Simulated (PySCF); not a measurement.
H3InO2Se. Atoms are numbered in the order given.

```xyz
7

In    -0.0040    -0.6685     0.0000
O     -1.7211    -1.6989     0.0000
H     -1.5715    -2.6550     0.0000
O      1.8000    -1.5453     0.0000
H      1.7397    -2.5111     0.0000
Se    -0.0593     1.8246     0.0000
H      1.4139     1.8390     0.0000
```

Geometry: r2SCAN-D4/def2-SVP. The structure was generated by enumeration; whether it is a known compound was not checked. The def2 effective core potentials stand for the cores of In; spin–orbit coupling is left out. Other conformers were not sampled.

All values below come from r2SCAN-D4/def2-SVP in PySCF 2.14.0.

Frequencies are harmonic and unscaled.

Computed vibrational spectrum:
| mode | ν (cm⁻¹) | IR (km/mol) | Raman (Å⁴/amu) | depolarisation | moving atoms (share of kinetic energy) |
|---|---|---|---|---|---|
| 1 | 72 | 0.3 | 1.3 | 0.75 | O 57 %, In 20 %, Se 16 % |
| 2 | 112 | 0.1 | 0.9 | 0.75 | H 91 % |
| 3 | 116 | 10.5 | 0.0 | – | O 54 %, In 35 % |
| 4 | 116 | 30.5 | 2.8 | 0.75 | O 79 %, H 11 % |
| 5 | 213 | 7.6 | 1.7 | 0.75 | H 98 % |
| 6 | 238 | 202.8 | 1.0 | 0.75 | H 91 %, O 9 % |
| 7 | 246 | 14.3 | 10.7 | 0.16 | Se 60 %, In 36 % |
| 8 | 581 | 46.4 | 27.6 | 0.07 | O 91 % |
| 9 | 603 | 89.0 | 10.7 | 0.67 | O 75 %, In 14 %, H 11 % |
| 10 | 611 | 4.7 | 1.4 | 0.63 | H 87 % |
| 11 | 756 | 129.7 | 2.7 | 0.75 | H 94 % |
| 12 | 804 | 5.7 | 1.3 | 0.54 | H 92 % |
| 13 | 2431 | 4.4 | 128.8 | 0.29 | H 99 % |
| 14 | 3829 | 24.2 | 83.9 | 0.50 | H 94 % |
| 15 | 3831 | 83.3 | 321.2 | 0.23 | H 94 % |
